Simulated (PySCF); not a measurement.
Molecule: `C(CC)COC(C)=O`, C6H12O2.

Geometry:
```json
{"atom": "C1", "x (Å)": "-2.865", "y (Å)": "-0.264", "z (Å)": "0.375"}
{"atom": "C2", "x (Å)": "-2.136", "y (Å)": "0.940", "z (Å)": "-0.208"}
{"atom": "C3", "x (Å)": "-0.625", "y (Å)": "0.928", "z (Å)": "0.002"}
{"atom": "C4", "x (Å)": "0.072", "y (Å)": "-0.220", "z (Å)": "-0.703"}
{"atom": "O5", "x (Å)": "1.491", "y (Å)": "-0.096", "z (Å)": "-0.624"}
{"atom": "C6", "x (Å)": "2.084", "y (Å)": "-0.606", "z (Å)": "0.463"}
{"atom": "C7", "x (Å)": "3.576", "y (Å)": "-0.444", "z (Å)": "0.403"}
{"atom": "O8", "x (Å)": "1.489", "y (Å)": "-1.148", "z (Å)": "1.358"}
{"atom": "H9", "x (Å)": "-3.955", "y (Å)": "-0.156", "z (Å)": "0.272"}
{"atom": "H10", "x (Å)": "-2.640", "y (Å)": "-0.383", "z (Å)": "1.446"}
{"atom": "H11", "x (Å)": "-2.583", "y (Å)": "-1.203", "z (Å)": "-0.126"}
{"atom": "H12", "x (Å)": "-2.541", "y (Å)": "1.861", "z (Å)": "0.242"}
{"atom": "H13", "x (Å)": "-2.354", "y (Å)": "1.018", "z (Å)": "-1.289"}
{"atom": "H14", "x (Å)": "-0.190", "y (Å)": "1.871", "z (Å)": "-0.368"}
{"atom": "H15", "x (Å)": "-0.396", "y (Å)": "0.868", "z (Å)": "1.079"}
{"atom": "H16", "x (Å)": "-0.158", "y (Å)": "-0.214", "z (Å)": "-1.779"}
{"atom": "H17", "x (Å)": "-0.225", "y (Å)": "-1.188", "z (Å)": "-0.276"}
{"atom": "H18", "x (Å)": "3.877", "y (Å)": "0.281", "z (Å)": "-0.362"}
{"atom": "H19", "x (Å)": "4.024", "y (Å)": "-1.422", "z (Å)": "0.167"}
{"atom": "H20", "x (Å)": "3.945", "y (Å)": "-0.144", "z (Å)": "1.392"}
```

Geometry PBE0-D3(BJ)/def2-SVP throughout; GIAO in PySCF 2.14.0 with density-fitted response routines, gas phase, one conformer, non-relativistic; equivalent atoms averaged; functional PBE0.

**Question.** How do the shifts δ (against TMS, H2O at the same level) depend on the basis set? (a selection of nuclei; ppm; last column core-seconds on 1 thread of an Arm Neoverse V1, shared host)

**Answer.** 
```csv
basis set,functions,C6,C4,C1,O8,O5,H16/H17,H14/H15,H12/H13,H9/H10/H11,core-s
STO-3G,52,113.6,54.5,19.1,397.1,110.4,2.74,1.05,0.92,0.72,6.2
pcSseg-0,96,184.8,65.7,15.2,473.9,215.7,4.16,1.53,1.26,1.02,11
6-31G,96,164.7,60.8,14.5,405.0,194.5,4.29,1.77,1.50,1.13,13
6-31G*,136,158.7,60.6,14.0,373.7,184.5,4.03,1.66,1.43,0.98,23
cc-pVDZ,172,164.5,62.1,14.8,402.3,206.0,3.90,1.49,1.31,0.87,25
def2-SVP,172,163.9,60.6,13.3,402.8,202.9,3.81,1.39,1.20,0.82,23
pcSseg-1,196,174.0,64.6,14.5,432.3,221.1,3.95,1.54,1.31,0.95,31
"6-311+G(2d,p)",288,172.4,63.6,13.6,406.0,213.7,4.00,1.60,1.40,0.91,67
aug-cc-pVDZ,292,168.4,61.5,13.8,386.6,204.1,4.10,1.66,1.49,1.00,58
def2-TZVP,320,173.9,65.1,14.4,415.3,218.8,3.99,1.61,1.41,0.93,67
```

**Question.** Which nucleus among those listed moves most, in ppm?

**Answer.** O5 (ester alkoxy oxygen): from 110.4 ppm with STO-3G to 221.1 ppm with pcSseg-1. The smallest spread is 0.42 ppm, at H9/H10/H11. Proton shifts span only some 12 ppm, so a few tenths of a ppm matter as much there as several ppm in carbon.

**Question.** Taking the largest basis, def2-TZVP (320 functions), as the yardstick, rank the others by their worst heavy-atom deviation.

**Answer.** 6-311+G(2d,p) 9.3 ppm (288 functions), cc-pVDZ 13.0 ppm (172 functions), def2-SVP 15.9 ppm (172 functions), pcSseg-1 16.9 ppm (196 functions), 6-31G 24.3 ppm (96 functions), aug-cc-pVDZ 28.8 ppm (292 functions), 6-31G* 41.7 ppm (136 functions), pcSseg-0 58.5 ppm (96 functions), STO-3G 108.5 ppm (52 functions).

A small basis that lands close on one nucleus may do so by chance; judge by the trend and by all nuclei.
